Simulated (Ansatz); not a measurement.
CH₅ClOSSi, SMILES `CO[SiH](S)Cl`. Total charge 0; spin multiplicity 1. The geometry is a stationary point of PBE0-D4/def2-TZVP. It is one conformer, not always the lowest.

```xyz
10

C     1.462   -0.325    0.774
O     0.309    0.490    0.861
Si   -1.025    0.299   -0.045
S    -0.494    0.578   -2.085
Cl   -2.353    1.696    0.621
H     1.880   -0.317   -0.237
H     1.236   -1.359    1.055
H     2.203    0.073    1.467
H    -1.656   -1.029    0.120
H    -1.561   -0.106   -2.531
```

(1) What is the dipole moment at r2SCAN/def2-TZVPP? (Estimate.)

(2) And with PBE, B3LYP, ωB97M-V? (Best estimate.)

(3) Give the Mulliken charges with r2SCAN, PBE, ωB97M-V in def2-TZVPP. (Estimate.)

Answers

(1) Computed: 2.19 D, with components (0.90, -1.96, -0.36) D in this frame, pointing from negative to positive charge.

(2) Ansatz gave: PBE 2.10 D, B3LYP 2.23 D, ωB97M-V 2.23 D.

(3) Ansatz gave: 
```tsv
atom	r2SCAN	PBE	ωB97M-V
C1	0.00	-0.14	-0.18
O2	-0.36	-0.28	-0.34
Si3	0.61	0.49	0.49
S4	-0.26	-0.24	-0.24
Cl5	-0.23	-0.20	-0.19
H6	0.07	0.10	0.12
H7	0.06	0.10	0.12
H8	0.07	0.11	0.13
H9	-0.08	-0.07	-0.03
H10	0.11	0.12	0.12
```

B3LYP here is the variant with VWN-RPA as its local correlation; programs differ in this.
